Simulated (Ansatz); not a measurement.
CrS₂F₂⁺. Charge 1, multiplicity 2. Geometry r2SCAN-D4/def2-SVP, that of the neutral singlet; atoms count from 1.

```xyz
5

Cr    0.040    0.064   -0.019
S     0.522   -1.795   -0.511
S    -1.628    0.023    1.051
F    -0.218    0.968   -1.426
F     1.284    0.740    0.906
```

The charge 1 doublet is spin-contaminated (final ⟨S²⟩ up to 1.37, 0.75 for a pure state).

Question: Estimate the Mulliken populations from the PBE0/def2-TZVP orbitals of Ansatz.

Answer: 
```tsv
atom	charge (e)	spin (α − β)	d electrons
Cr1	1.16	-1.35	4.23
S2	0.24	1.18	–
S3	0.24	1.18	–
F4	-0.32	-0.01	–
F5	-0.32	-0.01	–
```
Mulliken values depend strongly on the basis.

Question: Where does the spin sit?

Answer: Summed by element: Cr -1.35, S 2.37, F -0.02, of 1 unpaired in all. Largest on single atoms: Cr1 -1.35, S3 1.18, S2 1.18.

Question: And the Mayer bond orders between heavy atoms (over 0.3)?

Answer: Cr1–S2 1.75 (1.98 Å); Cr1–S3 1.75 (1.98 Å); Cr1–F4 0.98 (1.69 Å); Cr1–F5 0.98 (1.69 Å).
